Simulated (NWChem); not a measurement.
Species: C₄H₆OSi; SMILES [SiH3]c1ccoc1

```xyz
12

Si    -0.0252    -2.0888     0.0013
C      0.0256    -0.2204    -0.0024
C      1.1733     0.6618     0.0154
C      0.6841     1.9439     0.0066
O     -0.6811     1.9313    -0.0153
C     -1.0660     0.6260    -0.0203
H     -1.4619    -2.5345    -0.0216
H      0.6414    -2.6479     1.2303
H      0.6822    -2.6543    -1.2017
H      2.2300     0.3710     0.0326
H      1.1521     2.9336     0.0133
H     -2.1469     0.4488    -0.0381
```
Atoms are numbered in this order, from 1.

The geometry was optimised at PBE-D3(BJ)/def2-SVP.

Task: Give the principal values of the shielding tensors (ppm) of Si1, C2, C3, C4, O5 from B3LYP/def2-SVP, GIAO (NWChem), with their diamagnetic and paramagnetic parts as GIAO splits them.

Result: 
| atom | σ11 | σ22 | σ33 | isotropic | diamagnetic | paramagnetic |
|---|---|---|---|---|---|---|
| Si1 | 462.6 | 477.9 | 515.7 | 485.4 | 881.0 | -395.6 |
| C2 | 6.5 | 59.2 | 178.3 | 81.3 | 254.1 | -172.8 |
| C3 | -8.2 | 72.0 | 160.7 | 74.9 | 251.1 | -176.3 |
| C4 | -25.8 | 55.8 | 115.2 | 48.4 | 252.3 | -203.9 |
| O5 | -117.3 | -45.6 | 246.2 | 27.8 | 392.8 | -365.0 |
